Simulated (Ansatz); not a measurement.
Calculated with Ansatz (gas phase, PBE0-D4/def2-TZVP geometries, no zero-point term in ΔE). CBS: MP2 limit from def2 TZ/QZ plus the TZ coupled-cluster correction, frozen cores. DFT in def2-TZVPP. HSE06 is defined as in plane-wave codes. Elements past krypton have def2 core potentials. For Sn outer-core shells are correlated without core-valence functions, which leaves a few kJ/mol of doubt a bond.

Reaction (formal exchange of groups at the Sn–Cl bond): `[Cl][SnH]([Cl])[Cl]` + `[SiH3]C1(Cl)CC1` → `[SiH3][SnH]([Cl])[Cl]` + `ClC1(Cl)CC1`

```tsv
level	ΔE (kJ/mol)
revPBE-D4	105.7
r2SCAN-D4	116.4
HSE06-D4	110.1
PBE-QIDH	118.4
r2SCANh	117.0
CCSD(T)/def2-TZVPP	119.3
HF/def2-QZVPP	137.3
SCS-MP2/def2-QZVPP	125.3
```

(1) What does CCSD(T)/CBS give? (Estimate.)

Largest T1 diagnostic among the species: 0.012.

Answers

(1) Computed: +121.2 kJ/mol. The listed levels differ from it by -15.5, -4.8, -11.1, -2.8, -4.2, -1.9, 16.1, 4.1 kJ/mol.

From PBE to PBE0 (25 % exact exchange), in def2-TZVPP and without D4, ΔE moves by +7.1 kJ/mol. Leaving LDA and LC-ωPBE aside and taking each functional with its dispersion term where it has one, the values, not all of them listed here, spread over 21.3 kJ/mol, from PBE-D4 to B97M-V. LDA lies −4.9 kJ/mol from PBE without D4. In def2-TZVPP, CCSD(T) changes the Hartree–Fock value by −16.0 kJ/mol (the triples alone add −1.4 kJ/mol) and MP2 by −12.4 kJ/mol.
